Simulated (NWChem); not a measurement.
Species: C₄H₇F; SMILES CC/C=C\F

```xyz
12

C      0.2790     2.1323     0.3977
C      0.2348     0.9281    -0.5386
C     -0.7946    -0.0837    -0.1455
C     -0.5515    -1.3576     0.1492
F      0.6741    -1.8852     0.1114
H      1.0239     2.8693     0.0607
H      0.5421     1.8290     1.4226
H     -0.6967     2.6421     0.4430
H      0.0180     1.2766    -1.5645
H      1.2215     0.4421    -0.5802
H     -1.8402     0.2342    -0.0771
H     -1.3113    -2.0882     0.4416
```
Atoms are numbered in this order, from 1.

Results from NWChem. Pople sets run with spherical d functions. All runs use the structure optimised with PBE0/def2-SVP. Level: PBE/6-31G* with SMD (1 M gas to 1 M solution), gas-phase geometry.

### Question
What does the run give for solvent water? Quantities: solvation free energy (kcal/mol); cavity-dispersion-structure term (kcal/mol); dipole in solution (D).

### Answer
The solvation free energy (kcal/mol) comes out as 1.5 and the cavity-dispersion-structure term (kcal/mol) is 3.8. The dipole in solution (D) comes out as 1.34.
